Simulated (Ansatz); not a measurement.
Reading a saddle point

A first-order saddle point of SiAsNH8S, singlet, PBE0-D4/def2-TZVP, with one imaginary mode of 806i cm⁻¹:

Si1  (-0.238, -0.521, 0.155)
S2  (1.529, 0.410, 1.402)
H3  (-1.179, 0.490, 0.729)
H4  (0.871, -1.258, -0.530)
N5  (-1.254, -1.868, 0.376)
H6  (1.025, 0.962, -0.046)
As7  (0.048, 1.186, -1.744)
H8  (0.845, 1.400, 2.002)
H9  (-2.159, -1.812, 0.813)
H10  (-1.004, -2.801, 0.092)
H11  (-0.001, 2.571, -1.122)
H12  (1.516, 1.243, -2.130)
(Å)

Computed with Ansatz 0.2.0 (basis: def2-TZVPP and def2-QZVPP); correlated methods freeze the cores. Filled d shells of the heavier atoms are correlated. The def2 sets are not built for correlating such inner shells, so the correlated values are less sure here. Extrapolation: Hartree–Fock as exp(−7.88 √X), correlation as X^−2.97.

Problem. Which contacts change along the imaginary mode, and what lies on either side? (Judge from chemistry; the calculation decides.)

Solution. By the calculation: The step is SiNH₅S ([NH2][SiH2][SH]) + AsH₃ → SiAsNH₆ ([NH2][SiH2][AsH2]) + H₂S, with the molecules in contact on both sides. Shortening one way: Si1–As7, S2–H6; lengthening the same way: Si1–S2, H6–As7.
| pair | one side (Å) | saddle (Å) | other side (Å) |
| --- | --- | --- | --- |
| Si1–As7 | 4.03 | 2.57 | 2.37 |
| S2–H6 | 3.28 | 1.63 | 1.34 |
| Si1–S2 | 2.15 | 2.35 | 4.01 |
| H6–As7 | 1.52 | 1.97 | 4.40 |

Problem. Which side is lower, and how far does the saddle lie above each? (Judge from chemistry; the value comes from the calculation.)

Solution. By the calculation: The side with Si1–S2, H6–As7 short is lower by 37.3 kJ/mol; the saddle lies 210.8 kJ/mol above it and 173.5 kJ/mol above the other (CCSD(T) at an estimated basis limit (MP2 extrapolated from triple and quadruple zeta, plus CCSD(T) − MP2 in triple zeta); electronic energies).

The T1 diagnostic stays at or below 0.012.

Labels in which every atom is bracketed show which atoms are joined, not bond orders.

For scale, one of the runs: CCSD(T)/def2-TZVPP, 275 basis functions, launched by `ansatz run in.yaml --threads 8 --pin off --events-out ev --progress --plain --max-ram 19148MiB`. Time: 70 s of wall clock on 8 CPU threads of an INTEL XEON PLATINUM 8581C; the host was shared. Peak host memory: 7.1 GiB.
